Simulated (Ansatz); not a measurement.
Ansatz (a program for electronic structure) job for Ti(F)3(OH)(OH2) (F3H3O2Ti), SMILES [F][Ti]([F])([OH])(<-[OH2])[F], multiplicity 1, B3LYP-D3(BJ)/def2-SVP. 

Ansatz 0.2 input:
```yaml
crystal:
  periodic: [false, false, false]
  atoms:
    - {symbol: Ti, position_ang: [0.16221325, 0.05431360, -0.19211076]}
    - {symbol: F, position_ang: [1.01350584, -1.31506358, 0.40953982]}
    - {symbol: F, position_ang: [-1.30340159, -0.15065777, -1.08281712]}
    - {symbol: F, position_ang: [0.09332732, 1.37749311, 0.93511052]}
    - {symbol: O, position_ang: [1.21250504, 0.62880832, -1.37317914]}
    - {symbol: H, position_ang: [1.82355718, 0.90670382, -2.05332196]}
    - {symbol: O, position_ang: [-1.28843387, -0.70656854, 1.41523732]}
    - {symbol: H, position_ang: [-2.10986266, -0.20500195, 1.31168091]}
    - {symbol: H, position_ang: [-0.90583949, -0.48046541, 2.27511316]}
basis:
  gaussian:
    orbitals: def2-SVP
hamiltonian:
  xc: b3lyp
  dispersion: d3bj
relax: {f_tol: 0.002, max_steps: 200}
```

Log of the run:

```
[...]
relax step   7: F+E_penalty+E_count = -35404.74366859 eV  Δ(F+E_penalty+E_count) = -9.555e-3 eV  max|allowed force component| = 1.588e-1 eV/Å  Δτ_max = 0.0792 Å  (33 SCF iters, accepted)
these checks for a lower state are left out or cut short: starts, cluster_reference, orbital_swaps, neighbouring_geometries, increment
integrals: 0.08 GiB planned
1265 factors; integrals over basis functions are off by at most 3.7e-4 eV
mean field: 0.62 GiB planned
mean field evaluation 64: about -35404.4661 eV, gradient 2.1e-4 eV
mean field -35404.46609019 eV, -1301.0901308056 hartree, gradient 2.2e-5 eV, S^2 0.000000; 0 other end points of the search recorded, 0 dependent functions left out
the calculation of the forces begins
reference -35404.46644813 eV, -1301.0901439595 hartree; 34, 34 occupied and 82, 82 virtual orbitals, 1265 factors
relax step   8: F+E_penalty+E_count = -35404.74900530 eV  Δ(F+E_penalty+E_count) = -5.337e-3 eV  max|allowed force component| = 2.860e-1 eV/Å  Δτ_max = 0.0976 Å  (33 SCF iters, accepted)
these checks for a lower state are left out or cut short: starts, cluster_reference, orbital_swaps, neighbouring_geometries, increment
integrals: 0.08 GiB planned
1265 factors; integrals over basis functions are off by at most 3.7e-4 eV
mean field: 0.62 GiB planned
mean field -35404.47231971 eV, -1301.0903597362 hartree, gradient 2.2e-5 eV, S^2 0.000000; 0 other end points of the search recorded, 0 dependent functions left out
the calculation of the forces begins
reference -35404.47267768 eV, -1301.0903728912 hartree; 34, 34 occupied and 82, 82 virtual orbitals, 1265 factors
relax step   9: F+E_penalty+E_count = -35404.75552286 eV  Δ(F+E_penalty+E_count) = -6.518e-3 eV  max|allowed force component| = 1.813e-1 eV/Å  Δτ_max = 0.0800 Å  (33 SCF iters, accepted)
these checks for a lower state are left out or cut short: starts, cluster_reference, orbital_swaps, neighbouring_geometries, increment
integrals: 0.08 GiB planned
1265 factors; integrals over basis functions are off by at most 3.7e-4 eV
mean field: 0.62 GiB planned
mean field -35404.47407974 eV, -1301.0904244158 hartree, gradient 2.5e-5 eV, S^2 0.000000; 0 other end points of the search recorded, 0 dependent functions left out
the calculation of the forces begins
reference -35404.47443766 eV, -1301.0904375693 hartree; 34, 34 occupied and 82, 82 virtual orbitals, 1265 factors
relax step  10: F+E_penalty+E_count = -35404.75797681 eV  Δ(F+E_penalty+E_count) = -2.454e-3 eV  max|allowed force component| = 3.580e-1 eV/Å  Δτ_max = 0.0566 Å  (33 SCF iters, accepted)
these checks for a lower state are left out or cut short: starts, cluster_reference, orbital_swaps, neighbouring_geometries, increment
integrals: 0.08 GiB planned
1265 factors; integrals over basis functions are off by at most 3.8e-4 eV
mean field: 0.62 GiB planned
mean field -35404.47678630 eV, -1301.0905238801 hartree, gradient 2.3e-5 eV, S^2 0.000000; 0 other end points of the search recorded, 0 dependent functions left out
the calculation of the forces begins
reference -35404.47714418 eV, -1301.0905370323 hartree; 34, 34 occupied and 82, 82 virtual orbitals, 1265 factors
relax step  11: F+E_penalty+E_count = -35404.76048284 eV  Δ(F+E_penalty+E_count) = -2.506e-3 eV  max|allowed force component| = 3.487e-1 eV/Å  Δτ_max = 0.0424 Å  (35 SCF iters, accepted)
these checks for a lower state are left out or cut short: starts, cluster_reference, orbital_swaps, neighbouring_geometries, increment
integrals: 0.08 GiB planned
1265 factors; integrals over basis functions are off by at most 4.0e-4 eV
mean field: 0.62 GiB planned
mean field -35404.48426306 eV, -1301.0907986461 hartree, gradient 8.9e-6 eV, S^2 0.000000; 0 other end points of the search recorded, 0 dependent functions left out
the calculation of the forces begins
reference -35404.48462074 eV, -1301.0908117907 hartree; 34, 34 occupied and 82, 82 virtual orbitals, 1265 factors
relax step  12: F+E_penalty+E_count = -35404.76695510 eV  Δ(F+E_penalty+E_count) = -6.472e-3 eV  max|allowed force component| = 2.738e-1 eV/Å  Δτ_max = 0.1181 Å  (33 SCF iters, accepted)
these checks for a lower state are left out or cut short: starts, cluster_reference, orbital_swaps, neighbouring_geometries, increment
integrals: 0.08 GiB planned
1265 factors; integrals over basis functions are off by at most 3.8e-4 eV
mean field: 0.62 GiB planned
mean field evaluation 96: about -35404.4099 eV, gradient 3.2e0 eV
mean field -35404.48387696 eV, -1301.0907844570 hartree, gradient 2.0e-5 eV, S^2 0.000000; 0 other end points of the search recorded, 0 dependent functions left out
the calculation of the forces begins
reference -35404.48423485 eV, -1301.0907976095 hartree; 34, 34 occupied and 82, 82 virtual orbitals, 1265 factors
relax step  13: F+E_penalty+E_count = -35404.76848082 eV  Δ(F+E_penalty+E_count) = -1.526e-3 eV  max|allowed force component| = 1.447e-1 eV/Å  Δτ_max = 0.0607 Å  (34 SCF iters, accepted)
these checks for a lower state are left out or cut short: starts, cluster_reference, orbital_swaps, neighbouring_geometries, increment
integrals: 0.08 GiB planned
1265 factors; integrals over basis functions are off by at most 3.9e-4 eV
mean field: 0.62 GiB planned
mean field -35404.48685395 eV, -1301.0908938595 hartree, gradient 2.2e-5 eV, S^2 0.000000; 0 other end points of the search recorded, 0 dependent functions left out
the calculation of the forces begins
reference -35404.48721167 eV, -1301.0909070056 hartree; 34, 34 occupied and 82, 82 virtual orbitals, 1265 factors
relax step  14: F+E_penalty+E_count = -35404.77097312 eV  Δ(F+E_penalty+E_count) = -2.492e-3 eV  max|allowed force component| = 1.022e-1 eV/Å  Δτ_max = 0.0228 Å  (34 SCF iters, accepted)
these checks for a lower state are left out or cut short: starts, cluster_reference, orbital_swaps, neighbouring_geometries, increment
integrals: 0.08 GiB planned
1265 factors; integrals over basis functions are off by at most 3.9e-4 eV
mean field: 0.62 GiB planned
mean field -35404.48738424 eV, -1301.0909133472 hartree, gradient 2.3e-5 eV, S^2 0.000000; 0 other end points of the search recorded, 0 dependent functions left out
the calculation of the forces begins
reference -35404.48774193 eV, -1301.0909264921 hartree; 34, 34 occupied and 82, 82 virtual orbitals, 1265 factors
relax step  15: F+E_penalty+E_count = -35404.77167097 eV  Δ(F+E_penalty+E_count) = -6.979e-4 eV  max|allowed force component| = 7.687e-2 eV/Å  Δτ_max = 0.0309 Å  (35 SCF iters, accepted)
these checks for a lower state are left out or cut short: starts, cluster_reference, orbital_swaps, neighbouring_geometries, increment
integrals: 0.08 GiB planned
1265 factors; integrals over basis functions are off by at most 3.9e-4 eV
mean field: 0.62 GiB planned
mean field -35404.48756610 eV, -1301.0909200306 hartree, gradient 2.2e-5 eV, S^2 0.000000; 0 other end points of the search recorded, 0 dependent functions left out
the calculation of the forces begins
reference -35404.48792385 eV, -1301.0909331776 hartree; 34, 34 occupied and 82, 82 virtual orbitals, 1265 factors
relax step  16: F+E_penalty+E_count = -35404.77169381 eV  Δ(F+E_penalty+E_count) = -2.283e-5 eV  max|allowed force component| = 8.714e-2 eV/Å  Δτ_max = 0.0117 Å  (35 SCF iters, accepted)
these checks for a lower state are left out or cut short: starts, cluster_reference, orbital_swaps, neighbouring_geometries, increment
integrals: 0.08 GiB planned
1265 factors; integrals over basis functions are off by at most 3.9e-4 eV
mean field: 0.62 GiB planned
mean field evaluation 128: about -35404.4876 eV, gradient 1.8e-5 eV
mean field -35404.48756495 eV, -1301.0909199883 hartree, gradient 1.8e-5 eV, S^2 0.000000; 0 other end points of the search recorded, 0 dependent functions left out
the calculation of the forces begins
reference -35404.48792269 eV, -1301.0909331352 hartree; 34, 34 occupied and 82, 82 virtual orbitals, 1265 factors
relax step  17: F+E_penalty+E_count = -35404.77170125 eV  Δ(F+E_penalty+E_count) = -7.447e-6 eV  max|allowed force component| = 8.616e-2 eV/Å  Δτ_max = 0.0014 Å  (25 SCF iters, accepted)
these checks for a lower state are left out or cut short: starts, cluster_reference, orbital_swaps, neighbouring_geometries, increment
integrals: 0.08 GiB planned
1265 factors; integrals over basis functions are off by at most 3.9e-4 eV
mean field: 0.62 GiB planned
mean field -35404.48803693 eV, -1301.0909373333 hartree, gradient 2.2e-5 eV, S^2 0.000000; 0 other end points of the search recorded, 0 dependent functions left out
the calculation of the forces begins
reference -35404.48839461 eV, -1301.0909504778 hartree; 34, 34 occupied and 82, 82 virtual orbitals, 1265 factors
relax step  18: F+E_penalty+E_count = -35404.77226064 eV  Δ(F+E_penalty+E_count) = -5.594e-4 eV  max|allowed force component| = 1.008e-2 eV/Å  Δτ_max = 0.0130 Å  (35 SCF iters, accepted)
these checks for a lower state are left out or cut short: starts, cluster_reference, orbital_swaps, neighbouring_geometries, increment
integrals: 0.08 GiB planned
1265 factors; integrals over basis functions are off by at most 3.9e-4 eV
mean field: 0.62 GiB planned
mean field -35404.48805833 eV, -1301.0909381198 hartree, gradient 1.3e-5 eV, S^2 0.000000; 0 other end points of the search recorded, 0 dependent functions left out
the calculation of the forces begins
reference -35404.48841601 eV, -1301.0909512642 hartree; 34, 34 occupied and 82, 82 virtual orbitals, 1265 factors
relax step  19: F+E_penalty+E_count = -35404.77229261 eV  Δ(F+E_penalty+E_count) = -3.197e-5 eV  max|allowed force component| = 8.777e-3 eV/Å  Δτ_max = 0.0077 Å  (28 SCF iters, accepted)
these checks for a lower state are left out or cut short: starts, cluster_reference, orbital_swaps, neighbouring_geometries, increment
integrals: 0.08 GiB planned
1265 factors; integrals over basis functions are off by at most 3.9e-4 eV
mean field: 0.62 GiB planned
mean field -35404.48805904 eV, -1301.0909381459 hartree, gradient 8.4e-5 eV, S^2 0.000000; 0 other end points of the search recorded, 0 dependent functions left out
the calculation of the forces begins
reference -35404.48841672 eV, -1301.0909512903 hartree; 34, 34 occupied and 82, 82 virtual orbitals, 1265 factors
relax step  20: F+E_penalty+E_count = -35404.77229607 eV  Δ(F+E_penalty+E_count) = -3.465e-6 eV  max|allowed force component| = 1.366e-3 eV/Å  Δτ_max = 0.0012 Å  (23 SCF iters, accepted)
integrals: 0.08 GiB planned
1265 factors; integrals over basis functions are off by at most 3.9e-4 eV
mean field: 0.62 GiB planned
mean field evaluation 160: about -35404.4880 eV, gradient 9.7e-2 eV
mean field -35404.48805904 eV, -1301.0909381459 hartree, gradient 8.4e-5 eV, S^2 0.000000; 1 other end points of the search recorded, 0 dependent functions left out
the calculation of the forces begins
reference -35404.48841672 eV, -1301.0909512903 hartree; 34, 34 occupied and 82, 82 virtual orbitals, 1265 factors
Total energy: -35404.77265375 eV, -1301.1013968085 hartree
Atom 0 at     0.201275     0.148800    -0.126405 Å, force    -0.000305     0.000328     0.001169 eV/Å
Atom 1 at     1.065887    -1.354554     0.116726 Å, force     0.000430    -0.000868     0.000045 eV/Å
Atom 2 at    -1.363080    -0.020637    -0.946188 Å, force     0.000195     0.000301     0.000358 eV/Å
Atom 3 at     0.293000     1.373840     1.149470 Å, force     0.000794     0.000707    -0.001366 eV/Å
Atom 4 at     1.197110     0.883643    -1.388463 Å, force    -0.000293    -0.000094    -0.000507 eV/Å
Atom 5 at     1.797009     0.563320    -2.072930 Å, force    -0.000177     0.000504     0.000880 eV/Å
Atom 6 at    -1.191572    -0.723632     1.557511 Å, force    -0.000829    -0.000641     0.000107 eV/Å
Atom 7 at    -2.066258    -0.748248     1.140201 Å, force    -0.000055     0.000048     0.000404 eV/Å
Atom 8 at    -1.235799    -0.012971     2.215331 Å, force     0.000239    -0.000285    -0.001089 eV/Å
Dipole moment:    -0.255398    -0.028283     0.087160 e Å
```

The run converged.
